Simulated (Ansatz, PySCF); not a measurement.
System: C4H7O, net charge 0, doublet state. It need not be the lowest isomer of its formula. 
Coordinates optimised at B3LYP-D3(BJ)/def2-TZVP (Ansatz, a quantum-chemistry and plane-wave program):
SMILES: C(=O)C[CH]C
```xyz
12

C     -2.3234    -0.1969    -0.0334
C     -0.8958     0.1191    -0.2845
C      0.1620    -0.4165     0.6016
C      1.5749    -0.0281     0.2477
O      1.8910     0.6683    -0.6804
H     -2.9780     0.2691    -0.7692
H     -2.6472     0.1393     0.9616
H     -2.5123    -1.2793    -0.0569
H     -0.5978     0.7431    -1.1142
H      0.0106    -0.1205     1.6546
H      0.1436    -1.5196     0.6501
H      2.3474    -0.4437     0.9289
```
Charge 0, spin multiplicity 2.

Dipole moments at this geometry, in debye (magnitudes).

| level | program | dipole (D) |
|---|---|---|
| HF/def2-TZVPD | PySCF | 3.13 |
| SVWN5/def2-TZVPD | Ansatz | 2.98 |
| BLYP/def2-TZVPD | Ansatz | 2.82 |
| r2SCAN/def2-TZVPD | Ansatz | 2.87 |
| BHLYP/def2-TZVPD | Ansatz | 3.01 |
| TPSSh/def2-TZVPD | PySCF | 2.83 |
| r2SCANh/def2-TZVPD | Ansatz | 2.89 |
| r2SCAN0/def2-TZVPD | Ansatz | 2.94 |
| CCSD(T)/aug-cc-pVDZ | Ansatz | 2.72 |
